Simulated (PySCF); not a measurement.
## benzocyclobutene: full NMR table

```yaml
Formula: C8H8
SMILES: c1ccc2c(c1)CC2
InChI: InChI=1S/C8H8/c1-2-4-8-6-5-7(8)3-1/h1-4H,5-6H2
Point_group_of_the_computed_structure: C2v
Degrees_of_unsaturation: 5
Carbon_signals: 4
Proton_signals: 3
```

Numbering as in the mapped SMILES `[cH:1]1[cH:2][cH:3][c:4]2[c:5]([cH:6]1)[CH2:7][CH2:8]2`. Each H is labelled by its parent atom.

Level of theory: geometry from PBE0-D3(BJ)/def2-SVP, NMR shieldings at KT2/pcSseg-1/GIAO, J couplings at B3LYP/pcJ-1 (without the spin–dipole term), in PySCF (no solvent model, relativity neglected, rapidly exchanging positions averaged, one computed conformer).

Scale: 1H (σref 31.18), 13C (σref 183.22) vs TMS (reference shieldings calculated alike).

```tsv
carbon	δC, type	δH (multiplicity, J in Hz)	HMBC from (abs. J ≥ 3 Hz)	span of the C tensor (ppm)
C1/C2	122.2, CH	7.04 (m)	H(C3)/H(C6)	214
C3/C6	117.6, CH	6.87 (m)	H(C1)/H(C2)	191
C4/C5	140.3, C	–	H(C1)/H(C2), H(C3)/H(C6), H(C7)/H(C8)	204
C7/C8	33.2, CH2	3.27 (m)	H(C3)/H(C6)	25
```

Selected couplings (Hz, signed; the shortest-range and largest first, 30 at most; isotopes 13C, 1H): 1J(C3,H(C3)) 166.9, 1J(C1,H(C1)) 164.8, 1J(C7,H(C7)) 143.4, 1J(C3,C4) 65.4, 1J(C1,C6) 62.2, 1J(C4,C8) 38.9, 2J(C4,C7) -6.2, 2J(C1,C3) -1.5, 2J(C3,C5) -1.3, 3J(C1,C4) 11.0, 3J(H(C1),H(C6)) 8.2, 3J(C3,C7) 5.7, 3J(C1,C7) 4.0, 4J(H(C3),H(C8)) -1.2, 4J(C1,C8) -1.1.

- Carbon types of the structure: 2 × C, 4 × CH, 2 × CH2, which accounts for all hydrogens.
- δC 140.3: substituted aromatic carbon.
- δC 122.2, 117.6: aromatic CH.
- δC 33.2: sp3 CH2 on an aromatic ring; aliphatic region, no heteroatom directly attached.
- δH 7.04, 6.87: hydrogen on an aromatic CH; ring-current deshielding.
- δH 3.27: hydrogen on an sp3 CH2 on an aromatic ring; benzylic-type position, deshielded by the ring.

Splittings below 1 Hz are ignored in the labels, and close J values are merged. Couplings among chemically equivalent protons are left out too, so labels in AA′BB′ or AA′XX′ sets are apparent multiplicities. Unscaled 3J(H,H) at this level run about 10 % above measured values. Shifts are as computed. Against solution values, carbons near 30 ppm lie about +2 ppm off and those near 130 ppm about -5 ppm. Of 1211 compounds with measured shifts, 218 miss one by over three times the rms of a fit or turn the order of signals round; such compounds aren't used in these exercises.
